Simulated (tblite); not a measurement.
Species: C12H4N4.
Atom-mapped SMILES: `[N:1]#[C:2][C:3]([C:4]#[N:5])=[c:6]1[cH:7][cH:8][c:9](=[C:10]([C:11]#[N:12])[C:13]#[N:14])[cH:15][cH:16]1` (hydrogens: H17 on C7; H18 on C8; H19 on C15; H20 on C16)

Structure optimised with GFN2-xTB, isolated species.

(1) List the bond lengths, angles and torsions at this level.

Results:

(1) 
| bond | length (Å) |
| --- | --- |
| N1≡C2 and 3 like bonds | 1.147 |
| C2–C3 and 3 like bonds | 1.408 |
| C3=C6, C9=C10 | 1.386 |
| C6–C7 and 3 like bonds | 1.433 |
| C7–C8, C15–C16 | 1.351 |
| C7–H17 and 3 like bonds | 1.080 |

Bonds in one row agree within 0.01 Å and their mean is given. A selection of angles:
| angle | degrees |
| --- | --- |
| N1–C2–C3 | 179.6 |
| C2–C3–C4 | 115.1 |
| C2–C3–C6 | 122.4 |
| C3–C6–C7 | 120.9 |
| C7–C6–C16 | 118.1 |
| C6–C7–C8 | 120.9 |

Torsions: C2–C3–C6–C7 0° (synperiplanar); C8–C9–C10–C11 180° (antiperiplanar).

The 16 heavy atoms lie in one plane (0.002 Å rms). All 4 C–N bonds measure 1.147 Å. Of the pairs four or more bonds apart, C13···H18 is among the closest relative to their van der Waals radii: 2.52 Å, 87 % of the sum of Bondi's values. The C–C distances run from 1.351 Å (C7–C8, drawn aromatic) to 1.433 Å (C6–C7, drawn aromatic), a spread of 0.082 Å. The 6-membered ring C6–C7–C8–C9–C15–C16 has internal angles of 118.1° to 121.0° (sum 720°, against 720° for a flat polygon); it is planar, 0.00 Å rms from its mean plane, widest ring torsion 0°.

Point group: D2h (tolerance 0.08 Å). Its GFN2-xTB frequencies are all real (lowest 41 cm⁻¹).

The run took 0.56 s of wall time on Arm Neoverse V1, one thread, no GPU, on a shared host. That covers the optimisation of the geometry.

The numbers are calculated, not measured.
